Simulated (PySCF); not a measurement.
# Working out the ionisation energy of V²⁺

V²⁺ [Ar] 3d3 (4F) → V³⁺ [Ar] 3d2 (3F). Calculation: PySCF 2.14, in x2c-QZVPPall (11s7p5d3f2g, 96 functions); the spin-free X2C one-electron Hamiltonian (Gaussian nucleus). Frozen: [Ar]. Energies in hartree (1 hartree = 27.21139 eV):

```
            part  V²⁺ (lower)  V³⁺ (upper)
             UHF  -947.448343  -946.413016
CCSD correlation    -0.022652    -0.005645
             (T)    -0.000109     0.000000
```

Q: What does Hartree-Fock give?

A: (-946.413016) − (-947.448343) = 1.035327 hartree = 28.173 eV.

Q: What do CCSD and CCSD(T) give?

A: The CCSD correlation energies differ by 0.017007 hartree = 0.463 eV and the triples by 0.000109 hartree = 0.003 eV, so CCSD gives 28.636 eV and CCSD(T) 28.639 eV.

Reference: 29.311 eV (measured; NIST Atomic Spectra Database, ionization energies), between the lowest levels; spin-orbit coupling is absent from the calculation.

What remains against the reference includes basis incompleteness, the frozen core and higher excitations.
